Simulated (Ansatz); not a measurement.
SiClFI2, SMILES I[Si](I)(Cl)F.

Geometry optimised at B3LYP-D3(BJ)/def2-SVP. The def2 effective core potentials stand for the cores of I; spin–orbit coupling is left out.

Two levels are set side by side: PBE/def2-SVPD (Ansatz, a first-principles code) and PBE0/def2-SVPD (Ansatz). Energy differences of separate SCF runs at the same geometry; the states with an electron removed or added have multiplicity 2 and 2. Differences are taken from unrounded values.

```
quantity                           PBE0
---------------------------------  ----
vertical ionisation energy (eV)    9.90
vertical electron affinity (eV)    0.71
vertical singlet–triplet gap (eV)  4.27
```

Question: What does PBE give, and how far is it from PBE0? (The exact figures need the calculation; the answer reports its results.)

Answer: 
```json
[
 {"quantity": "vertical ionisation energy (eV)", "PBE": "9.52", "PBE minus PBE0": "-0.39"},
 {"quantity": "vertical electron affinity (eV)", "PBE": "0.78", "PBE minus PBE0": "0.08"},
 {"quantity": "vertical singlet–triplet gap (eV)", "PBE": "3.92", "PBE minus PBE0": "-0.35"}
]
```
